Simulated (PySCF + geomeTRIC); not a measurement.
Species: C₃H₈S, SMILES `CCSC` (C–C–S–C torsion 67°) (charge 0, multiplicity 1).

Give a relaxed geometry from r2SCAN-D4/def2-TZVP run with PySCF + geomeTRIC.

This is not unique; one that fits is the end point of this relaxation, one of several conformers (outside a Z-matrix the atoms follow the SMILES, hydrogens last).
Bonds (Å): C1–C2 1.520, C1–H5 1.092, C1–H6 1.094, C1–H7 1.092, C2–S3 1.815, C2–H8 1.093, C2–H9 1.095, S3–C4 1.806, C4–H10 1.090, C4–H11 1.091, C4–H12 1.092. Bond angles (°): C2–C1–H5 110.8, C2–C1–H6 110.3, C2–C1–H7 111.5, H5–C1–H6 108.5, H5–C1–H7 108.1, H6–C1–H7 107.5, C1–C2–S3 114.8, C1–C2–H8 110.6, C1–C2–H9 111.2, S3–C2–H8 104.2, S3–C2–H9 108.4, H8–C2–H9 107.1, C2–S3–C4 100.3, S3–C4–H10 106.7, S3–C4–H11 112.1, S3–C4–H12 110.8, H10–C4–H11 108.5, H10–C4–H12 108.7, H11–C4–H12 109.9.
